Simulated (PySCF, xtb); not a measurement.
silole (C₄H₆Si), SMILES C1=CC=C[SiH2]1.

GFN2-xTB (xtb) at its own geometry gives an orbital gap of 2.98 eV and a dipole moment of 0.21 D.

The structure is a stationary point at r2SCAN-D4/def2-SVP.

What does PBE/def2-TZVP (PySCF) give? (An estimate is asked for; the answer gives what the named calculation found.)

gap 3.28 eV (levels -5.81 and -2.53 eV), dipole 0.66 D.
